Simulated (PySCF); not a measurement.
Computed with PBE-D3(BJ)/def2-TZVP // B3LYP-D3(BJ)/def2-TZVP in PySCF. Gas-phase values, no solvent. One relaxed conformer stands for a flexible species; it need not be the lowest. Delta-SCF ions had no search for a lower state. 

Reference species (SMILES): `C(S)=O` (O–C–S–H torsion 180°) (neutral, multiplicity 1).

The HOMO is -6.51 eV and the vertical ionisation energy (Delta-SCF) is 10.26 eV. The S1 oscillator strength comes out as 0.000.

Changed species: `[C-]#[N+]S` (X = isocyano; the reference has X = formyl).

Task: Predict the effect on the HOMO, vertical ionisation energy (Delta-SCF) and S1 oscillator strength.

Result: the HOMO falls by 0.25 eV, to -6.76 eV; the vertical ionisation energy (Delta-SCF) rises by 0.09 eV, to 10.35 eV; the S1 oscillator strength is nearly the same.
